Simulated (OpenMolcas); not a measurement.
A calculation on Ni V.

```json
{"Program": "OpenMolcas", "Method": "SS-CASPT2, IPEA 0.25 Eh, imaginary shift 0.1 Eh (closed shells correlated: 3s 3p)", "Basis": "ANO-RCC-VQZP [7s6p4d3f2g1h]", "Scalar Hamiltonian": "DKH2, point nucleus", "Active space": "6 electrons in 5 orbitals (3d)", "State averaging": "2S+1 = 5 even, 5 roots; 2S+1 = 3 even, 45 roots; 2S+1 = 1 even, 50 roots", "Spin-orbit coupling": "RASSI with atomic mean-field integrals over the reference wave functions, term energies averaged over their components"}
```

Q: Which level of the active space comes out lowest?

A: 3d⁶ ⁵D₄, with 100 % of that term; it is also the measured ground level.

Q: How high does 3d⁶ ⁵D₁ lie?

A: 1801 cm⁻¹ above the lowest level; measured 1872 cm⁻¹ above the ground level, so the calculation is off by -4 %.

Q: How high does 3d⁶ ³F₂(1) lie?

A: 29940 cm⁻¹ above the lowest level; measured 29899 cm⁻¹ above the ground level, so the calculation is off by 0 %.

Q: How high does 3d⁶ ³P₂(1) lie?

A: 26030 cm⁻¹ above the lowest level; measured 26153 cm⁻¹ above the ground level, so the calculation is off by 0 %.

Q: The level at 29220 cm⁻¹ has J = 4. What is it made of, and what is its g factor?

A: 89 % 3d⁶ ³F₄(1), 7 % 3d⁶ ³H, 3 % 3d⁶ ³G; g = 1.210, against 1.251 from Landé's formula for the pure leading term.

Measured values: Corliss and Sugar, J. Phys. Chem. Ref. Data 10, 197 (1981).

Term energies are means over components that CASPT2 splits; among the terms shown or strongly mixed into the levels shown the widest spread is 110 cm-1 (3d⁶ ³F(1)). Computed and measured levels are paired by configuration, term and J; levels that our copy of the source lacks, or whose pairing is in doubt (as where it misses far off the trend of its configuration), stay unpaired and out of the deviations. Levels of configurations outside the active space are missing.

A number in round brackets counts repeated terms of one configuration in the order of the reference energies.
